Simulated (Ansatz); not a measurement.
Start from `F[CH](F)[GeH3]` and change one atom or group to get `FC(F)Br`.

Ansatz, PBE0-D4/def2-TZVP geometries, multiplicity 1. 

Scalar relativity is left out up to krypton.

| property | `F[CH](F)[GeH3]` |
| --- | --- |
| size of the dipole moment (ωB97M-V/def2-TZVPP) / D | 1.87 |
| HOMO–LUMO gap (PBE0/def2-TZVPP) / eV | 9.16 |
| HOMO energy (PBE/def2-TZVPP) / eV | -7.03 |
| HOMO energy (PBE0/def2-TZVPP) / eV | -8.52 |
| zero-point energy (PBE0-D4/def2-TZVP) / kJ/mol | 118.9 |
| HOMO–LUMO gap (ωB97M-V/def2-TZVPP) / eV | 13.13 |

Give the same properties after the change, and the shifts. (Estimate.)

Ansatz gave: 
```
                                          property  `FC(F)Br`  shift
size of the dipole moment (ωB97M-V/def2-TZVPP) / D       1.37  -0.50
              HOMO–LUMO gap (PBE0/def2-TZVPP) / eV       8.35  -0.81
                 HOMO energy (PBE/def2-TZVPP) / eV      -7.46  -0.43
                HOMO energy (PBE0/def2-TZVPP) / eV      -8.83  -0.31
    zero-point energy (PBE0-D4/def2-TZVP) / kJ/mol       60.2  -58.7
           HOMO–LUMO gap (ωB97M-V/def2-TZVPP) / eV      12.77  -0.36
```

With PBE0 the HOMO falls by 0.31 eV and the LUMO falls by 1.12 eV, so the gap narrows by about 0.81 eV. PBE moves the HOMO by -0.43 eV and ωB97M-V by -0.32 eV. The zero-point energy changes by -58.7 kJ/mol with -9 modes. Dipoles are sizes alone; their direction can turn.

Spin–orbit coupling is left out; it splits and shifts lone-pair levels of the heavy atoms by tenths of an eV.
